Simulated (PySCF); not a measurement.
Spinor energies of Ag⁺ (silver, charge +1)

Start: [Kr] 4d10. Calculated with PySCF 2.14 in x2c-TZVPall-2c with one added diffuse shell each of s, p, d type (9s10p8d1f, 86 functions): generalised Hartree-Fock with the X2C-1e Hamiltonian and a Gaussian nucleus; one run each with spin-orbit coupling (SO) switched off, then screened by Boettger's factors.

```json
{"spinor shell": "1s1/2", "electrons": "2", "ε, spin-free (eV)": "-25653.6", "ε, screened SO (eV)": "-25651.7", "weight of nominal j (screened SO)": "1.000", "rms radius, screened SO (bohr)": "0.0357"}
{"spinor shell": "2s1/2", "electrons": "2", "ε, spin-free (eV)": "-3869.9", "ε, screened SO (eV)": "-3869.3", "weight of nominal j (screened SO)": "1.000", "rms radius, screened SO (bohr)": "0.146"}
{"spinor shell": "2p1/2", "electrons": "2", "ε, spin-free (eV)": "-3465.0", "ε, screened SO (eV)": "-3586.4", "weight of nominal j (screened SO)": "1.000", "rms radius, screened SO (bohr)": "0.127"}
{"spinor shell": "2p3/2", "electrons": "4", "ε, spin-free (eV)": "-3465.0", "ε, screened SO (eV)": "-3409.1", "weight of nominal j (screened SO)": "1.000", "rms radius, screened SO (bohr)": "0.131"}
{"spinor shell": "3s1/2", "electrons": "2", "ε, spin-free (eV)": "-752.75", "ε, screened SO (eV)": "-752.62", "weight of nominal j (screened SO)": "1.000", "rms radius, screened SO (bohr)": "0.392"}
{"spinor shell": "3p1/2", "electrons": "2", "ε, spin-free (eV)": "-616.47", "ε, screened SO (eV)": "-638.65", "weight of nominal j (screened SO)": "1.000", "rms radius, screened SO (bohr)": "0.387"}
{"spinor shell": "3p3/2", "electrons": "4", "ε, spin-free (eV)": "-616.47", "ε, screened SO (eV)": "-606.21", "weight of nominal j (screened SO)": "1.000", "rms radius, screened SO (bohr)": "0.398"}
{"spinor shell": "3d3/2", "electrons": "4", "ε, spin-free (eV)": "-402.01", "ε, screened SO (eV)": "-405.81", "weight of nominal j (screened SO)": "1.000", "rms radius, screened SO (bohr)": "0.374"}
{"spinor shell": "3d5/2", "electrons": "6", "ε, spin-free (eV)": "-402.01", "ε, screened SO (eV)": "-399.38", "weight of nominal j (screened SO)": "1.000", "rms radius, screened SO (bohr)": "0.377"}
{"spinor shell": "4s1/2", "electrons": "2", "ε, spin-free (eV)": "-124.25", "ε, screened SO (eV)": "-124.23", "weight of nominal j (screened SO)": "1.000", "rms radius, screened SO (bohr)": "0.981"}
{"spinor shell": "4p1/2", "electrons": "2", "ε, spin-free (eV)": "-82.744", "ε, screened SO (eV)": "-86.457", "weight of nominal j (screened SO)": "1.000", "rms radius, screened SO (bohr)": "1.06"}
{"spinor shell": "4p3/2", "electrons": "4", "ε, spin-free (eV)": "-82.744", "ε, screened SO (eV)": "-81.039", "weight of nominal j (screened SO)": "1.000", "rms radius, screened SO (bohr)": "1.09"}
{"spinor shell": "4d3/2", "electrons": "4", "ε, spin-free (eV)": "-22.050", "ε, screened SO (eV)": "-22.461", "weight of nominal j (screened SO)": "1.000", "rms radius, screened SO (bohr)": "1.49"}
{"spinor shell": "4d5/2", "electrons": "6", "ε, spin-free (eV)": "-22.050", "ε, screened SO (eV)": "-21.779", "weight of nominal j (screened SO)": "1.000", "rms radius, screened SO (bohr)": "1.52"}
```

```tsv
quantity	spin-free	screened SO
E (hartree)	-5312.10047	-5313.08306
M_J	0	0
⟨J²⟩	0.000	0.000
⟨L²⟩	0.000	0.015
⟨S²⟩	0.000	0.015
```

Breit and QED terms are absent; they matter most for the inner s and p1/2 levels.

Densities and radii are taken from the X2C orbitals without a picture-change correction, which distorts them close to the nucleus.

Without spin-orbit coupling the j labels of p, d and f shells carry no meaning; the spin-free column gives the mean over the occupied spinors of each nl shell.
